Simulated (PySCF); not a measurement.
Potential energy curve for SnH, doublet.

Computed with: ROKS-LDA (SVWN5) = restricted open-shell LDA (SVWN5)/def2-SVP, def2 effective core potentials past Kr (PySCF 2.14.0); UKS-B3LYP = unrestricted B3LYP/def2-SVP, def2 effective core potentials past Kr run with PySCF 2.14.0; UKS-LDA (SVWN5) = unrestricted LDA (SVWN5)/def2-SVP, def2 effective core potentials past Kr (PySCF 2.14.0).

Magnitude of the dipole moment (D; its direction can reverse along the curve, and a method can change to another solution) and Mulliken charge of the fragment that holds Sn1:

| R / Å | μ ROKS-LDA (SVWN5) | q ROKS-LDA (SVWN5) | μ UKS-B3LYP | q UKS-B3LYP | μ UKS-LDA (SVWN5) | q UKS-LDA (SVWN5) |
|---|---|---|---|---|---|---|
| 1.34 | 0.96 | 0.13 | 0.94 | 0.19 | 0.96 | 0.13 |
| 1.43 | 0.71 | 0.10 | 0.67 | 0.16 | 0.71 | 0.10 |
| 1.50 | 0.51 | 0.09 | 0.45 | 0.14 | 0.51 | 0.09 |
| 1.62 | 0.15 | 0.08 | 0.06 | 0.14 | 0.15 | 0.08 |
| 1.66 | 0.03 | 0.08 | 0.07 | 0.14 | 0.03 | 0.08 |
| 1.74 | 0.21 | 0.09 | 0.34 | 0.14 | 0.21 | 0.09 |
| 1.78 | 0.33 | 0.09 | 0.47 | 0.14 | 0.33 | 0.09 |
| 1.83 | 0.48 | 0.09 | 0.64 | 0.15 | 0.48 | 0.09 |
| 1.90 | 0.69 | 0.10 | 0.87 | 0.15 | 0.69 | 0.10 |
| 1.94 | 0.80 | 0.11 | 1.00 | 0.16 | 0.80 | 0.11 |
| 2.05 | 1.11 | 0.12 | 1.36 | 0.17 | 1.11 | 0.12 |
| 2.18 | 1.46 | 0.13 | 1.76 | 0.18 | 1.45 | 0.13 |

The scan ran from 1.34 to 7.16 Å; beyond the distances shown one of the unrestricted levels run for this scan, shown here or not, changes its spin distribution in one step.
